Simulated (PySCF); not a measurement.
# Nuclear quadrupole coupling in `C=C[C@@H]1CCOC1`

Compound: C6H10O.
Numbering: `[CH2:1]=[CH:2][C@@H:3]1[CH2:4][CH2:5][O:6][CH2:7]1` (hydrogens: H8, H9 on C1; H10 on C2; H11 on C3; H12, H13 on C4; H14, H15 on C5; H16, H17 on C7)

Geometry (GFN2-xTB, Å), atoms numbered from 1 in this order:
```xyz
17
C6H10O angstrom
C      2.601    0.605   -0.240
C      1.456    0.364    0.369
C      0.224   -0.143   -0.311
C     -0.947    0.856   -0.177
C     -2.049    0.032    0.506
O     -1.381   -0.982    1.220
C     -0.327   -1.408    0.391
H      3.464    0.971    0.289
H      2.724    0.446   -1.299
H      1.350    0.531    1.433
H      0.447   -0.357   -1.359
H     -0.652    1.694    0.454
H     -1.271    1.245   -1.139
H     -2.714   -0.415   -0.249
H     -2.648    0.603    1.215
H     -0.699   -2.122   -0.359
H      0.414   -1.906    1.018
```

Field gradients from the B3LYP/pcJ-1 density (PySCF, non-relativistic), principal values in atomic units, ordered |Vxx| ≤ |Vyy| ≤ |Vzz|:

| atom | Vxx | Vyy | Vzz |
| --- | --- | --- | --- |
| O6 | 0.0348 | 1.9306 | -1.9654 |

Find the asymmetry η = (Vxx − Vyy)/Vzz and the couplings χ = eQV/h (234.96 MHz × Q in barn × V in au), with Q(17O) = −0.0256 b.

| atom | environment | nucleus | η | χzz (MHz) | χxx (MHz) | χyy (MHz) |
| --- | --- | --- | --- | --- | --- | --- |
| O6 | cyclic ether oxygen | 17O | 0.96 | 11.82 | -0.21 | -11.61 |

At O6 η is above 0.9: Vyy and Vzz are nearly equal in size and opposite in sign, so a small change could swap them and flip the sign of χzz. The tensor is traceless: Vxx + Vyy + Vzz = 0.

What is Vzz at O6 in SI units (1 au = 9.71736 × 10²¹ V/m²)?

-1.9654 au = -19.099 × 10²¹ V/m².

And the gradient at the other heavy atoms, for which no coupling is worked out here?

```csv
atom,environment,Vzz (au),η
C1,terminal =CH2 carbon,0.259,0.54
C2,alkene CH carbon,0.322,0.64
C3,allylic carbon,0.067,0.55
C4,ring CH2 carbon,0.081,0.66
C5,sp3 carbon bound to oxygen,0.358,0.17
C7,sp3 carbon bound to oxygen,0.348,0.23
```

Were the hydrogens deuterons (Q(2H) = 0.00286 b), χzz would run from 183 kHz (H14 and H16) to 220 kHz (H8).

The structure is a single GFN2-xTB conformer in the gas phase; no vibrational or solvent corrections. GFN2-xTB bond lengths can be off by several hundredths of an ångström, more for odd bonds, and the gradients follow them. These gradients aren't converged with respect to the basis.

These values come from a run that also computed spin–spin couplings. Hardware: an Intel Xeon Platinum 8488C with one thread, shared host with 192 logical CPUs at a one-minute load of 47. Cost: 81 s, 1.1 GiB resident at most.
